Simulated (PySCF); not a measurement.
Isomers of C5H9OPSi.

All values: PBE0/def2-SVPD (PySCF) at GFN2-xTB geometries, gas phase, one conformer each. Core orbitals are frozen in the response; Δα² is half the sum of the squared differences of the principal polarisabilities.

Question: Rank by mean static polarisability, highest first.
A. `[CH:1]#[C:2][C@@H:3]1[CH2:4][CH2:5][O:6][Si@@H:7]1[PH2:8]` with O6–Si7–P8–H -178° and 89°, C2–C3–C4–C5 -155°, C3–C4–C5–O6 43°, C4–C5–O6–Si7 -31°, C5–O6–Si7–P8 125°
B. `[CH3:1][C:2]#[C:3][C@@H:4]1[CH2:5][O:6][Si@H:7]1[PH2:8]` with O6–Si7–P8–H -172° and -79°
C. `[CH2:1]=[CH:2][O:3][Si@@H:4]([PH2:5])[C:6]#[C:7][CH3:8]` with C1–C2–O3–Si4 -172°, C2–O3–Si4–P5 -171°, O3–Si4–P5–H 178° and -90°
D. `[PH2:1][SiH2:2][CH2:3][c:4]1[cH:5][cH:6][cH:7][o:8]1` with H–P1–Si2–C3 -93° and 175°, P1–Si2–C3–C4 44°, Si2–C3–C4–C5 121°
E. `[CH:1]#[C:2][C@@H:3]1[CH2:4][CH2:5][O:6][Si@H:7]1[PH2:8]` with O6–Si7–P8–H -169° and -76°, C2–C3–C4–C5 -84°, C3–C4–C5–O6 -44°, C4–C5–O6–Si7 34°, C5–O6–Si7–P8 -127°

Answer: C (17.73 Å³), B (17.16 Å³), D (16.67 Å³), E (16.31 Å³), A (16.07 Å³).

Question: Rank by HOMO energy, lowest first.
A. `[CH2:1]=[CH:2][O:3][Si@@H:4]([PH2:5])[C:6]#[C:7][CH3:8]` with C1–C2–O3–Si4 -172°, C2–O3–Si4–P5 -171°, O3–Si4–P5–H 178° and -90°
B. `[PH2:1][SiH2:2][CH2:3][c:4]1[cH:5][cH:6][cH:7][o:8]1` with H–P1–Si2–C3 -93° and 175°, P1–Si2–C3–C4 44°, Si2–C3–C4–C5 121°
C. `[CH:1]#[C:2][Si@@H:3]([PH2:4])[O:5]/[CH:6]=[CH:7]/[CH3:8]` with C2–Si3–P4–H -66° and 26°, C2–Si3–O5–C6 58°, Si3–O5–C6–C7 -4°
D. `[CH3:1][c:2]1[cH:3][o:4][c:5]([SiH2:6][PH2:7])[cH:8]1` with O4–C5–Si6–P7 173°, C5–Si6–P7–H -82° and -175°
E. `[CH:1]#[C:2][C@@H:3]1[CH2:4][CH2:5][O:6][Si@H:7]1[PH2:8]` with O6–Si7–P8–H -169° and -76°, C2–C3–C4–C5 -84°, C3–C4–C5–O6 -44°, C4–C5–O6–Si7 34°, C5–O6–Si7–P8 -127°

Answer: E (-7.28 eV), A (-6.90 eV), C (-6.73 eV), D (-6.61 eV), B (-6.34 eV).

All values together:

```tsv
SMILES	μ (D)	HOMO (eV)	LUMO (eV)	α (Å³)	Δα (Å³)
Cc1coc([SiH2]P)c1	1.07	-6.61	-0.31	17.08	8.36
C#C[C@@H]1CCO[Si@@H]1P	1.18	-7.31	0.12	16.07	4.41
CC#C[C@@H]1CO[Si@H]1P	1.61	-6.81	-0.54	17.16	9.81
C#C[C@@H]1CCO[Si@H]1P	0.70	-7.28	0.08	16.31	6.69
C#C[Si@@H](P)O/C=C/C	1.59	-6.73	-0.53	17.05	7.22
C#C[Si@@H](P)O/C=C\C	1.18	-6.69	-0.60	17.24	4.39
Cc1ccoc1[SiH2]P	0.93	-6.57	-0.32	16.96	7.38
C=CO[Si@@H](P)C#CC	2.56	-6.90	-0.41	17.73	6.80
CC#C[C@@H]1CO[Si@@H]1P	1.55	-6.79	-0.47	16.63	6.38
P[SiH2]Cc1ccco1	1.27	-6.34	-0.02	16.67	6.19
```

Conformers: `[CH3:1][c:2]1[cH:3][o:4][c:5]([SiH2:6][PH2:7])[cH:8]1` with O4–C5–Si6–P7 173°, C5–Si6–P7–H -82° and -175°; `[CH:1]#[C:2][C@@H:3]1[CH2:4][CH2:5][O:6][Si@@H:7]1[PH2:8]` with O6–Si7–P8–H -178° and 89°, C2–C3–C4–C5 -155°, C3–C4–C5–O6 43°, C4–C5–O6–Si7 -31°, C5–O6–Si7–P8 125°; `[CH3:1][C:2]#[C:3][C@@H:4]1[CH2:5][O:6][Si@H:7]1[PH2:8]` with O6–Si7–P8–H -172° and -79°; `[CH:1]#[C:2][C@@H:3]1[CH2:4][CH2:5][O:6][Si@H:7]1[PH2:8]` with O6–Si7–P8–H -169° and -76°, C2–C3–C4–C5 -84°, C3–C4–C5–O6 -44°, C4–C5–O6–Si7 34°, C5–O6–Si7–P8 -127°; `[CH:1]#[C:2][Si@@H:3]([PH2:4])[O:5]/[CH:6]=[CH:7]/[CH3:8]` with C2–Si3–P4–H -66° and 26°, C2–Si3–O5–C6 58°, Si3–O5–C6–C7 -4°; `[CH:1]#[C:2][Si@@H:3]([PH2:4])[O:5]/[CH:6]=[CH:7]\[CH3:8]` with C2–Si3–P4–H -17° and -109°, C2–Si3–O5–C6 62°, Si3–O5–C6–C7 -163°; `[CH3:1][c:2]1[cH:3][cH:4][o:5][c:6]1[SiH2:7][PH2:8]` with O5–C6–Si7–P8 144°, C6–Si7–P8–H -160° and -67°; `[CH2:1]=[CH:2][O:3][Si@@H:4]([PH2:5])[C:6]#[C:7][CH3:8]` with C1–C2–O3–Si4 -172°, C2–O3–Si4–P5 -171°, O3–Si4–P5–H 178° and -90°; `[CH3:1][C:2]#[C:3][C@@H:4]1[CH2:5][O:6][Si@@H:7]1[PH2:8]` with O6–Si7–P8–H 180° and 87°; `[PH2:1][SiH2:2][CH2:3][c:4]1[cH:5][cH:6][cH:7][o:8]1` with H–P1–Si2–C3 -93° and 175°, P1–Si2–C3–C4 44°, Si2–C3–C4–C5 121°.
